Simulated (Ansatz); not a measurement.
Gas-phase electronic energies from Ansatz, PBE0-D4/def2-TZVP geometries. CCSD(T)/CBS adds triple-zeta CCSD(T) − MP2 to the extrapolated MP2 energy (def2 sets, frozen cores). def2 core potentials past Kr. For Br, In outer-core shells are correlated without core-valence functions, which leaves a few kJ/mol of doubt a bond. Scalar relativity is left out up to krypton. Each species was taken in one conformer, which may not be the lowest.

Consider the ligand exchange at the Si–O bond: `[SiH3][O][InH][Br]` + `N=C(O)[SiH3]` → `N=C([SiH3])O[SiH3]` + `[OH][InH][Br]`.

`[SiH3][O][InH][Br]`:

```xyz
8

Si   -0.850   -0.636    0.971
O     0.630   -0.479    0.296
In    1.414    0.611   -1.141
Br   -0.284    2.091   -2.127
H    -1.309    0.643    1.584
H    -0.775   -1.673    2.035
H    -1.867   -1.056   -0.033
H     3.041    0.498   -1.584
```

`N=C(O)[SiH3]`:

```xyz
9

N    -1.256   -0.169   -1.164
C    -0.528    0.323   -0.253
O    -0.812    1.546    0.233
Si    0.996   -0.461    0.569
H    -0.939   -1.092   -1.444
H    -1.596    1.861   -0.245
H     1.177   -1.796   -0.051
H     2.190    0.385    0.326
H     0.768   -0.597    2.029
```

`N=C([SiH3])O[SiH3]`:

Cartesian coordinates in Å:
```
N 0.585 0.406 -1.255
C 0.150 0.381 -0.067
Si 0.148 1.781 1.218
O -0.391 -0.763 0.393
Si -0.448 -2.084 -0.662
H 0.973 1.307 -1.512
H 0.935 1.363 2.403
H -1.248 2.079 1.619
H 0.768 2.970 0.578
H -1.292 -1.797 -1.843
H -1.091 -3.120 0.181
H 0.910 -2.523 -1.054
```

`[OH][InH][Br]`:

Cartesian coordinates in Å:
```
O -0.400 0.940 -1.067
In 0.115 -0.317 0.365
Br 2.532 -0.726 0.261
H -1.339 1.138 -1.076
H -0.909 -1.036 1.517
```

| species | CCSD(T)/CBS(def2) energy (Eh) |
| --- | --- |
| `[SiH3][O][InH][Br]` | -3129.89321 |
| `N=C(O)[SiH3]` | -459.99321 |
| `N=C([SiH3])O[SiH3]` | -750.30473 |
| `[OH][InH][Br]` | -2839.57190 |

**Question.** Work out ΔE.

**Answer.** ΔE = (-750.30473) + (-2839.57190) − (-3129.89321) − (-459.99321) = 0.00979 Eh = +25.7 kJ/mol.

Largest T1 diagnostic among the species: 0.014.

From PBE to PBE0 (25 % exact exchange), in def2-TZVPP and without D4, ΔE moves by +3.7 kJ/mol. In def2-TZVPP, CCSD(T) changes the Hartree–Fock value by −10.5 kJ/mol (the triples alone add −1.8 kJ/mol) and MP2 by −11.1 kJ/mol.
